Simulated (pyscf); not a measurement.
Optimised with ωB97X-D3(BJ)/def2-SVP in PySCF. MP2 and CC: frozen core, UHF for open shells. ΔMP2 is the change of the MP2 total energy from the triple- to the quadruple-zeta basis.

Q: For the elementary gas-phase step [HO–InH]• → •O–InH₂ (doublet surface; H–O broken, H–In formed), what barrier and reaction energy does CCSD(T)/def2-TZVPP + ΔMP2(QZVPP) give, measured from the reactant's lowest minimum found?

A: ΔE‡ = 2.83 eV, ΔE = +2.08 eV. Zero-point energy shifts the barrier by -0.16 eV. It is a hydrogen shift, with an imaginary mode of 1392i cm⁻¹. One saddle was located; it need not be the lowest between these sides. The CCSD(T) − MP2 part came from Ansatz, without density fitting, on the same reference. The frozen core leaves the outer d or s,p core shells of the metals and heavy elements correlated in the MP2 and CC values, and def2-TZVPP describes them poorly, which can shift differences by a few kcal/mol. Elements past Kr carry the def2 core potentials, without spin-orbit coupling.
